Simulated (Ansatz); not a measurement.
## Abstraction of Cl: SbH2Cl + CCl2F → SbH2 + CCl3F

Species: SbH2Cl `[Cl][SbH2]`, singlet; CCl2F `F[C](Cl)Cl`, doublet; SbH2 `[SbH2]`, doublet; CCl3F (trichlorofluoromethane) `FC(Cl)(Cl)Cl`, singlet. A radical takes Cl: the energy is the difference in strength between the Sb–Cl bond broken and the C–Cl bond made.

Shapes, held fixed at every level: PBE0-D4/def2-TZVP. Programs: Ansatz 0.2.0. The zero-point and thermal change to 298 K, harmonic and unscaled (PBE0-D4/def2-TZVP), is -1.8 kJ/mol.

(1) Estimate ΔH(298 K) of this reaction.

## Answers

(1) The highest level, CCSD(T)/def2-TZVPP, gives ΔH(298 K) = -3.1 kJ/mol; the levels span -18.2 to +22.3. That is about zero within the method's error. They disagree on the sign: 5 of 7 are positive. The column of differences is taken from that level and isn't an error. No measured value is set beside it here. Open shells run unrestricted. For atoms past krypton def2 sets carry core potentials with scalar relativity. Outer-core shells of Sb are correlated, in sets that cover them unevenly.

```csv
level,kind,ΔH(298 K) (kJ/mol),less CCSD(T)/def2-TZVPP
HF/def2-SVP,Hartree–Fock,+22.3,+25.4
BHLYP-D4/def2-TZVPP,global hybrid,+20.3,+23.4
wB97X-V/def2-TZVPP,range-separated hybrid,+9.6,+12.7
B2PLYP/def2-TZVPP,double hybrid,+11.9,+15.0
CCSD/def2-SVP,coupled cluster or CI,-18.2,-15.1
CCSD/def2-TZVPP,coupled cluster or CI,+0.7,+3.8
CCSD(T)/def2-TZVPP,coupled cluster or CI,-3.1,0.0
```
